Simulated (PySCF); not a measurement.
Job file and geometry (Å, from PBE0-D3(BJ)/def2-SVP) of a spin–spin coupling run on SMILES BCC=C, C$_{3}$H$_{7}$B, PySCF, B3LYP/pcJ-1 indirect spin-spin coupling, non-relativistic, gas phase; density fitting, a coarse starting grid and PySCF grid level 2 are the driver's defaults:

```
{"job": {"kind": "j", "xc": "B3LYP", "basis": "pcJ-1"}, "charge": 0, "multiplicity": 1}
B     -1.814549     0.398441     0.175256
C     -0.586403    -0.274855    -0.499131
C      0.694342    -0.340914     0.263977
C      1.889323     0.028986    -0.199408
H     -1.880135     0.501757     1.380095
H     -2.764881     0.735396    -0.494018
H     -0.437579     0.026088    -1.548554
H     -1.032650    -1.301987    -0.567805
H      0.617232    -0.700734     1.298112
H      2.016962     0.400926    -1.221586
H      2.784038    -0.021767     0.426161
```

**Question.** Write the output of this run.

**Answer.** 
```
coarse grid: 8688 points
cycle   1  E = -143.2789516506  dE =  9.746e-02  |g| = 3.822e-01  |ddm| = 2.512e+00
cycle   2  E = -143.2717798702  dE =  7.172e-03  |g| = 4.191e-01  |ddm| = 6.685e-01
cycle   3  E = -143.3187155934  dE = -4.694e-02  |g| = 2.601e-02  |ddm| = 3.683e-01
cycle   4  E = -143.3188658419  dE = -1.502e-04  |g| = 1.143e-02  |ddm| = 3.543e-02
cycle   5  E = -143.3189030600  dE = -3.722e-05  |g| = 2.554e-03  |ddm| = 1.210e-02
cycle   6  E = -143.3189041268  dE = -1.067e-06  |g| = 1.423e-03  |ddm| = 2.531e-03
final grid: 82440 points
cycle   7  E = -143.3505604900  dE = -6.619e-05  |g| = 5.335e-03  |ddm| = 1.356e-02
cycle   8  E = -143.3505550780  dE =  5.412e-06  |g| = 6.949e-03  |ddm| = 8.639e-03
cycle   9  E = -143.3505669991  dE = -1.192e-05  |g| = 1.210e-03  |ddm| = 5.278e-03
cycle  10  E = -143.3505673004  dE = -3.014e-07  |g| = 5.710e-04  |ddm| = 1.311e-03
cycle  11  E = -143.3505673838  dE = -8.339e-08  |g| = 4.052e-05  |ddm| = 4.316e-04
cycle  12  E = -143.3505673842  dE = -4.062e-10  |g| = 7.756e-06  |ddm| = 4.130e-05
converged SCF energy = -143.3505673842

Indirect spin-spin couplings (Hz)
  i      j    bonds     total        FC       PSO       DSO        SD
  0 B    1 C    1     49.259    52.000    -2.991     0.140     0.111
  0 B    2 C    2     -2.792    -2.669    -0.086    -0.028    -0.010
  0 B    3 C    3      4.685     4.650     0.266    -0.090    -0.141
  0 B    4 H    1    136.341   137.195    -1.648     0.330     0.464
  0 B    5 H    1    138.397   139.254    -1.622     0.303     0.461
  0 B    6 H    2     -4.114    -3.525    -0.194    -0.443     0.047
  0 B    7 H    2    -10.341   -10.824     0.190    -0.112     0.405
  0 B    8 H    3      2.990     3.238    -0.146    -0.099    -0.004
  0 B    9 H    4     -1.761    -1.729     0.276    -0.271    -0.037
  0 B   10 H    4     -1.477    -1.443     0.357    -0.372    -0.019
  1 C    2 C    1     46.380    47.751    -1.552     0.181         -
  1 C    3 C    2      0.869     1.250    -0.321    -0.060         -
  1 C    4 H    2      4.074     4.553    -0.293    -0.185         -
  1 C    5 H    2      6.186     6.664    -0.293    -0.185         -
  1 C    6 H    1    133.096   131.186     1.195     0.715         -
  1 C    7 H    1    102.106    99.387     1.977     0.742         -
  1 C    8 H    2      6.964     7.150     0.116    -0.302         -
  1 C    9 H    3      7.993     8.148    -0.106    -0.048         -
  1 C   10 H    3     12.621    12.719     0.399    -0.498         -
  2 C    3 C    1     77.345    87.128    -9.911     0.127         -
  2 C    4 H    3      6.307     6.296    -0.030     0.041         -
  2 C    5 H    3      8.849     8.889     0.258    -0.298         -
  2 C    6 H    2     -0.717    -0.393    -0.089    -0.235         -
  2 C    7 H    2     -9.485    -9.444     0.109    -0.150         -
  2 C    8 H    1    159.902   158.852     0.308     0.742         -
  2 C    9 H    2     -1.724     0.174    -1.367    -0.530         -
  2 C   10 H    2     -0.114     1.687    -1.255    -0.545         -
  3 C    4 H    4     -0.170    -0.193     0.237    -0.214         -
  3 C    5 H    4      0.807     0.805     0.248    -0.247         -
  3 C    6 H    3      6.141     6.529    -0.341    -0.048         -
  3 C    7 H    3      6.813     6.979     0.244    -0.410         -
  3 C    8 H    2      0.843     2.555    -1.171    -0.541         -
  3 C    9 H    1    163.477   162.323     0.618     0.536         -
  3 C   10 H    1    169.247   168.122     0.620     0.504         -
  4 H    5 H    2      5.679     5.909     1.758    -1.988         -
  4 H    6 H    3      8.985     9.216     1.898    -2.129         -
  4 H    7 H    3     -1.890    -1.838     1.000    -1.052         -
  4 H    8 H    4     -0.186    -0.200    -0.713     0.727         -
  5 H    6 H    3      5.485     5.622     0.208    -0.345         -
  5 H    7 H    3     -1.859    -1.812     0.705    -0.752         -
  5 H    8 H    4     -0.337    -0.219     1.075    -1.193         -
  5 H    9 H    5     -0.248    -0.187     0.552    -0.613         -
  6 H    7 H    2    -20.282   -20.484     2.172    -1.970         -
  6 H    8 H    3     12.928    13.052     2.808    -2.932         -
  6 H    9 H    4     -0.423    -0.393    -1.270     1.241         -
  6 H   10 H    4     -0.540    -0.344     1.528    -1.725         -
  7 H    8 H    3      4.250     4.309     0.641    -0.701         -
  7 H    9 H    4     -3.684    -3.517     1.042    -1.209         -
  7 H   10 H    4     -4.019    -3.881     1.506    -1.644         -
  8 H    9 H    3     17.952    18.485     2.761    -3.295         -
  8 H   10 H    3     11.338    11.799     0.201    -0.662         -
  9 H   10 H    2      1.952     1.715     3.757    -3.520         -
```

Size and cost of the density-fitted run: 178 basis functions, 22 s wall time on 1 thread of an Arm Neoverse N1, shared host.
